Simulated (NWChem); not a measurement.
Everything below was run with NWChem. System: C2H4N, charge 1, spin multiplicity 1, at the geometry of a parent with another charge or spin, in a state set for the comparison that need not be this species' ground state. Level: B2PLYP/def2-SVPD, 3 core orbitals frozen.

Input file:

```
start mol
memory heap 200 mb stack 900 mb global 1100 mb
charge 1
geometry units angstroms nocenter noautoz
  C      1.138629     0.000000     0.152924
  N      0.000000     0.000000    -0.504873
  C     -1.138629     0.000000     0.152924
  H      1.187516     0.000000     1.257339
  H      2.078990     0.000000    -0.407827
  H     -2.078990     0.000000    -0.407827
  H     -1.187516     0.000000     1.257339
  symmetry group C2v
end
basis spherical
  * library def2-svpd
end
dft
  xc hfexch 0.53 becke88 0.47 lyp 0.73 mp2 0.27
  dftmp2
  semidirect memsize 60000000 filesize 0
  iterations 100
end
mp2
  freeze core 3
end
task dft energy
```

Output (cleaned and shortened):

```
             Northwest Computational Chemistry Package (NWChem) 7.3.0
             --------------------------------------------------------

                                NWChem Input Module
                                -------------------

 Scaling coordinates for geometry "geometry" by  1.889725989
 (inverse scale =  0.529177249)

 Turning off AUTOSYM since
 SYMMETRY directive was detected!

                             Geometry "geometry" -> ""
                             -------------------------

 Output coordinates in angstroms (scale by  1.889725989 to convert to a.u.)

  No.       Tag          Charge          X              Y              Z
 ---- ---------------- ---------- -------------- -------------- --------------
    1 C                    6.0000     1.13862900     0.00000000     0.15292400
    2 N                    7.0000     0.00000000     0.00000000    -0.50487300
    3 C                    6.0000    -1.13862900     0.00000000     0.15292400
    4 H                    1.0000     1.18751600     0.00000000     1.25733900
    5 H                    1.0000     2.07899000     0.00000000    -0.40782700
    6 H                    1.0000    -2.07899000     0.00000000    -0.40782700
    7 H                    1.0000    -1.18751600     0.00000000     1.25733900

 Effective nuclear repulsion energy (a.u.)      66.3683953806

            Nuclear Dipole moment (a.u.)
            ----------------------------
        X                 Y               Z
 ---------------- ---------------- ----------------
     0.0000000000     0.0000000000     0.0000018897

      Symmetry information
      --------------------

 Group name             C2v
 Group number             16
 Group order               4
 No. of unique centers     4

      Symmetry unique atoms

     1    2    4    5


 Summary of "ao basis" -> "" (spherical)
 ------------------------------------------------------------------------------
       Tag                 Description            Shells   Functions and Types
 ---------------- ------------------------------  ------  ---------------------
 *                         def2-svpd                  on all atoms

  dft_input: which_mp2 not specified, using semidirect MP2 by default.

                                 NWChem DFT Module
                                 -----------------

 Summary of "ao basis" -> "ao basis" (spherical)
 ------------------------------------------------------------------------------
       Tag                 Description            Shells   Functions and Types
 ---------------- ------------------------------  ------  ---------------------
 C                         def2-svpd                 8       20   4s2p2d
 N                         def2-svpd                 8       20   4s2p2d
 H                         def2-svpd                 4        8   2s2p

 Summary of "ao basis" -> "ao basis" (spherical)
 ------------------------------------------------------------------------------
       Tag                 Description            Shells   Functions and Types
 ---------------- ------------------------------  ------  ---------------------
 C                         def2-svpd                 8       20   4s2p2d
 N                         def2-svpd                 8       20   4s2p2d
 H                         def2-svpd                 4        8   2s2p

      Symmetry analysis of basis
      --------------------------

        a1         36
        a2         12
        b1         30
        b2         14

            General Information
            -------------------
          SCF calculation type: DFT
          Wavefunction type:  closed shell.
          No. of atoms     :     7
          No. of electrons :    22
           Alpha electrons :    11
            Beta electrons :    11
          Charge           :     1
          Spin multiplicity:     1
          Use of symmetry is: on ; symmetry adaption is: on
          Maximum number of iterations: 100
          AO basis - number of functions:    92
                     number of shells:    40
          Convergence on energy requested:  1.00D-06
          Convergence on density requested:  1.00D-05
          Convergence on gradient requested:  5.00D-04

              XC Information
              --------------
                     Hartree-Fock (Exact) Exchange  0.530
                    Becke 1988 Exchange Functional  0.470
              Lee-Yang-Parr Correlation Functional  0.730

             Grid Information
             ----------------
          Grid used for XC integration:  medium
          Radial quadrature: Mura-Knowles
          Angular quadrature: Lebedev.
          Tag              B.-S. Rad. Rad. Pts. Rad. Cut. Ang. Pts.
          ---              ---------- --------- --------- ---------
          C                   0.70       49          10.0       434
          N                   0.65       49           8.0       434
          H                   0.35       45          11.0       434
          Grid pruning is: on
          Number of quadrature shells:   188
          Spatial weights used:  Erf1

          Convergence Information
          -----------------------
          Convergence aids based upon iterative change in
          total energy or number of iterations.
          Levelshifting, if invoked, occurs when the
          HOMO/LUMO gap drops below (HL_TOL):  1.00D-02
          DIIS, if invoked, will attempt to extrapolate
          using up to (NFOCK): 10 stored Fock matrices.

                    Damping( 0%)  Levelshifting(0.5)       DIIS
                  --------------- ------------------- ---------------
[...]
  Numbering of irreducible representations:

     1 a1          2 a2          3 b1          4 b2

  Orbital symmetries:

     1 a1          2 a1          3 b1          4 a1          5 a1
     6 b1          7 a1          8 a1          9 b1         10 b2
    11 b1         12 a1         13 a1         14 a2         15 b2
    16 b1         17 a1         18 b1         19 a1         20 a1
    21 b1

------------------------------------------------------------
EAF file 0: "./mol.aoints.0" size=524288 bytes
------------------------------------------------------------
               write      read    awrite     aread      wait
               -----      ----    ------     -----      ----
     calls:        1         0         0         0         0
   data(b): 5.24e+05  0.00e+00  0.00e+00  0.00e+00
   time(s): 0.00e+00  0.00e+00  0.00e+00  0.00e+00  0.00e+00
rate(mb/s): 0.00e+00  0.00e+00
------------------------------------------------------------

   convergence    iter        energy       DeltaE   RMS-Dens  Diis-err    time
 ---------------- ----- ----------------- --------- --------- ---------  ------
 d= 0,ls=0.0,diis     1   -129.9903442656 -1.96D+02  5.38D+01  2.78D+00     1.0
 d= 0,ls=0.0,diis     2   -132.4567096756 -2.47D+00  1.52D-02  1.12D+00     1.2
 d= 0,ls=0.0,diis     3   -132.5833563335 -1.27D-01  7.93D-03  2.32D-01     1.4
 d= 0,ls=0.0,diis     4   -132.6066770360 -2.33D-02  1.41D-03  1.68D-02     1.6
 d= 0,ls=0.0,diis     5   -132.6086848223 -2.01D-03  4.58D-04  5.45D-04     1.8
  Resetting Diis
 d= 0,ls=0.0,diis     6   -132.6087869238 -1.02D-04  1.26D-04  1.87D-05     2.0
 d= 0,ls=0.0,diis     7   -132.6087921858 -5.26D-06  2.51D-05  9.87D-07     2.2
 d= 0,ls=0.0,diis     8   -132.6087923417 -1.56D-07  6.51D-06  3.12D-07     2.4

         Total DFT energy =     -132.608792341701
      One electron energy =     -303.014247729896
           Coulomb energy =      122.590822932556
    Exchange-Corr. energy =      -18.553762924973
 Nuclear repulsion energy =       66.368395380612

 Numeric. integr. density =       21.999996591162

     Total iterative time =      2.1s

                  Occupations of the irreducible representations
                  ----------------------------------------------

                     irrep           alpha         beta
                     --------     --------     --------
                     a1                6.0          6.0
                     a2                0.0          0.0
                     b1                4.0          4.0
                     b2                1.0          1.0

                       DFT Final Molecular Orbital Analysis
                       ------------------------------------

 Vector    9  Occ=2.000000D+00  E=-7.477445D-01  Symmetry=b1
              MO Center=  1.2D-14, -1.5D-30,  1.1D-01, r^2= 3.1D+00
   Bfn.  Coefficient  Atom+Function         Bfn.  Coefficient  Atom+Function
  ----- ------------  ---------------      ----- ------------  ---------------
     5      0.291033  1 C  px                45      0.291033  3 C  px
    69      0.270455  5 H  s                 77     -0.270455  6 H  s
     7     -0.220049  1 C  pz                47      0.220049  3 C  pz
    61     -0.184584  4 H  s                 85      0.184584  7 H  s
    25      0.144868  2 N  px                62     -0.141442  4 H  s

 Vector   10  Occ=2.000000D+00  E=-6.948944D-01  Symmetry=b2
              MO Center= -2.4D-17, -5.3D-17, -2.0D-01, r^2= 1.3D+00
   Bfn.  Coefficient  Atom+Function         Bfn.  Coefficient  Atom+Function
  ----- ------------  ---------------      ----- ------------  ---------------
    26      0.445451  2 N  py                29     -0.311690  2 N  py
     6     -0.268103  1 C  py                46     -0.268103  3 C  py
     9     -0.103862  1 C  py                49     -0.103862  3 C  py
    37     -0.053444  2 N  d -1              32     -0.027328  2 N  d -1

 Vector   11  Occ=2.000000D+00  E=-5.894311D-01  Symmetry=a1
              MO Center= -4.4D-15, -5.8D-17, -4.0D-01, r^2= 1.8D+00
   Bfn.  Coefficient  Atom+Function         Bfn.  Coefficient  Atom+Function
  ----- ------------  ---------------      ----- ------------  ---------------
    27      0.514089  2 N  pz                24      0.387210  2 N  s
    30     -0.328059  2 N  pz                23      0.318582  2 N  s
    22      0.209416  2 N  s                  3     -0.180411  1 C  s
    43     -0.180411  3 C  s                 61      0.176443  4 H  s
    85      0.176443  7 H  s                  7      0.166409  1 C  pz

 Vector   12  Occ=0.000000D+00  E=-3.426755D-01  Symmetry=a2
              MO Center= -4.4D-15, -4.8D-16,  1.4D-01, r^2= 2.6D+00
   Bfn.  Coefficient  Atom+Function         Bfn.  Coefficient  Atom+Function
  ----- ------------  ---------------      ----- ------------  ---------------
     6      0.444140  1 C  py                46     -0.444140  3 C  py
     9      0.320051  1 C  py                49     -0.320051  3 C  py
    36      0.047481  2 N  d -2              75      0.041341  5 H  py
    83     -0.041341  6 H  py                31      0.031058  2 N  d -2

 Vector   13  Occ=0.000000D+00  E=-1.802059D-01  Symmetry=b2
              MO Center= -1.5D-14,  3.0D-15,  1.3D-01, r^2= 2.9D+00
   Bfn.  Coefficient  Atom+Function         Bfn.  Coefficient  Atom+Function
  ----- ------------  ---------------      ----- ------------  ---------------
    26      0.441552  2 N  py                29     -0.440370  2 N  py
     6      0.293303  1 C  py                46      0.293303  3 C  py
     9      0.280924  1 C  py                49      0.280924  3 C  py
    67      0.099090  4 H  py                91      0.099090  7 H  py
    75      0.097937  5 H  py                83      0.097937  6 H  py

 Vector   14  Occ=0.000000D+00  E=-1.250347D-01  Symmetry=a1
              MO Center= -1.4D-12, -3.4D-15,  9.2D-01, r^2= 7.7D+00
   Bfn.  Coefficient  Atom+Function         Bfn.  Coefficient  Atom+Function
  ----- ------------  ---------------      ----- ------------  ---------------
     4      2.371630  1 C  s                 44      2.371630  3 C  s
    24     -2.263988  2 N  s                  3      1.469088  1 C  s
    43      1.469088  3 C  s                 62     -1.455260  4 H  s
    86     -1.455260  7 H  s                 70     -1.137650  5 H  s
    78     -1.137650  6 H  s                 68      0.486082  4 H  pz

 center of mass
 --------------
 x =   0.00000000 y =   0.00000000 z =  -0.07585439

 moments of inertia (a.u.)
 ------------------
          27.085306764436           0.000000000000           0.000000000000
           0.000000000000         179.462347028337           0.000000000000
           0.000000000000           0.000000000000         152.377040263901

     Multipole analysis of the density
     ---------------------------------

     L   x y z        total         alpha         beta         nuclear
     -   - - -        -----         -----         ----         -------
     0   0 0 0      1.000000    -11.000000    -11.000000     23.000000

     1   1 0 0      0.000000      0.000000      0.000000      0.000000
     1   0 1 0      0.000000      0.000000      0.000000      0.000000
     1   0 0 1      0.954379      0.477189      0.477189      0.000002

     2   2 0 0     -2.578161    -49.538622    -49.538622     96.499083
     2   1 1 0     -0.000000     -0.000000     -0.000000      0.000000
     2   1 0 1      0.000000      0.000000      0.000000      0.000000
     2   0 2 0    -12.161418     -6.080709     -6.080709      0.000000
     2   0 1 1      0.000000      0.000000      0.000000      0.000000
     2   0 0 2    -11.654642    -15.753728    -15.753728     19.852813

                   NWChem MP2 Semi-direct Energy/Gradient Module
                   ---------------------------------------------

  Basis functions       =     92
  Molecular orbitals    =     92
  Frozen core           =      3
  Frozen virtuals       =      0
  Active alpha occupied =      8
  Active beta occupied  =      8
  Active alpha virtual  =     81
  Active beta virtual   =     81
  Use MO symmetry       = T
  Use skeleton AO sym   = T

  AO/Fock/Back tols     =   1.0D-09  1.0D-09  1.0D-09

 GA uses MA = F    GA memory limited = T

 Available:
  local mem=  4.43D+07
 global mem=  1.44D+08
 local disk=  0.00D+00
  mp2_memr nvloc                    81
  nvloc new                    81
   1 passes of   8:        3145728                      33790                   9424419.
   1 passes of   8: M     44323527           G      144162272           F      41177799.

 Semi-direct pass number   1 of   1  for RHF alpha+beta  at        2.5s
  vrange nnbf                  4271
  mp2_eaftype                    35  avail_ma_in_mb                   386
 EAF : mp2_eaftype filesize          35    4712210.
  mp2_eaf for mointskh                     35
Node 0 wrote     22.1 Mb in      0.0 s     Agg I/O rate:   898.4 Mb/s
 Done moints_semi at        4.8s
  mp2_eaftype                    35  avail_ma_in_mb                   386
 EAF : mp2_eaftype filesize          35    4712210.
  mp2_eaf for kh                    35
 Done maket at        5.0s
 Done multipass loop at        5.0s

          -------------------------------------------
          DFT energy                    -132.608792341701
          Unscaled MP2 energy             -0.503027294359
          Total DFT+MP2 energy          -132.744609711178
          -------------------------------------------

 -----------------------
 Performance information
 -----------------------

 Timer overhead =  2.42D-07 seconds/call

               Nr. of calls         CPU time (s)                 Wall time (s)                GFlops
             ---------------    -------------------     ------------------------------   -------------------
Name         Min   Avg   Max    Min     Avg     Max     Min     Avg     Max   Mx/calls   Min     Max     Sum
mp2: moin     1     1     1    2.3     2.3     2.3      2.3     2.3     2.3     2.3      0.0     0.0     0.0
mp2: make     1     1     1   0.22    0.22    0.22     0.22    0.22    0.22    0.22      0.0     0.0     0.0
mp2: tota     1     1     1    2.6     2.6     2.6      2.6     2.6     2.6     2.6      0.0     0.0     0.0

 The average no. of pstat calls per process was 3.00D+00
 with a timing overhead of 7.25D-07s

 Task  times  cpu:        5.0s     wall:        5.0s

 Total times  cpu:        5.1s     wall:        5.1s
```
